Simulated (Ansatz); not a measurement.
C$_{2}$H$_{5}$F$_{3}$OSi, SMILES `FC(F)(F)CO[SiH3]`, 12 atoms. The species carries charge 0 and has multiplicity 1. All runs use 4 threads of an AMD EPYC 9R45 on a shared host. Correlated methods freeze the cores.

(1) Give the basis size and wall time and peak host memory of each of these runs in Ansatz. direct RPA on PBE orbitals/def2-TZVPP energy; RHF-MP2/def2-QZVPP energy; RKS ωB97M-V/def2-SVP energy; RKS r2SCAN-D4/def2-TZVPP energy and forces; RKS CAM-B3LYP-D4/def2-TZVPP energy; RKS BHLYP-D4/def2-TZVPP energy; RKS ωB97M-V/def2-QZVPP energy; RKS PBE0-D4/def2-TZVP frequencies; RKS PBE-QIDH (frozen core)/def2-TZVPP energy; RKS PBE0-D4/def2-TZVP relaxation (7 steps); RKS PBE0-D4/def2-SVP energy; RHF-CCSD(T)/def2-SVP energy. (An estimate is asked.)

Answers

(1) The calculation gave: Other jobs shared the machine, so times are rough.

```json
{"level": "RKS PBE0-D4/def2-SVP", "job": "energy", "functions": "127", "wall time": "0.6 s", "peak host memory (GiB)": "0.57"}
{"level": "RKS BHLYP-D4/def2-TZVPP", "job": "energy", "functions": "298", "wall time": "1.8 s", "peak host memory (GiB)": "0.95"}
{"level": "RKS CAM-B3LYP-D4/def2-TZVPP", "job": "energy", "functions": "298", "wall time": "2 s", "peak host memory (GiB)": "1"}
{"level": "RKS ωB97M-V/def2-SVP", "job": "energy", "functions": "127", "wall time": "2 s", "peak host memory (GiB)": "0.57"}
{"level": "RKS r2SCAN-D4/def2-TZVPP", "job": "energy and forces", "functions": "298", "wall time": "2.2 s", "peak host memory (GiB)": "0.48"}
{"level": "direct RPA on PBE orbitals/def2-TZVPP", "job": "energy", "functions": "298", "wall time": "3 s", "peak host memory (GiB)": "0.86"}
{"level": "RKS PBE-QIDH (frozen core)/def2-TZVPP", "job": "energy", "functions": "298", "wall time": "3.1 s", "peak host memory (GiB)": "0.95"}
{"level": "RHF-CCSD(T)/def2-SVP", "job": "energy", "functions": "127", "wall time": "6 s", "peak host memory (GiB)": "0.9"}
{"level": "RKS ωB97M-V/def2-QZVPP", "job": "energy", "functions": "562", "wall time": "9.5 s", "peak host memory (GiB)": "2.9"}
{"level": "RHF-MP2/def2-QZVPP", "job": "energy", "functions": "562", "wall time": "13 s", "peak host memory (GiB)": "4.4"}
{"level": "RKS PBE0-D4/def2-TZVP", "job": "relaxation (7 steps)", "functions": "253", "wall time": "17 s", "peak host memory (GiB)": "0.8"}
{"level": "RKS PBE0-D4/def2-TZVP", "job": "frequencies", "functions": "253", "wall time": "110 s", "peak host memory (GiB)": "0.8"}
```
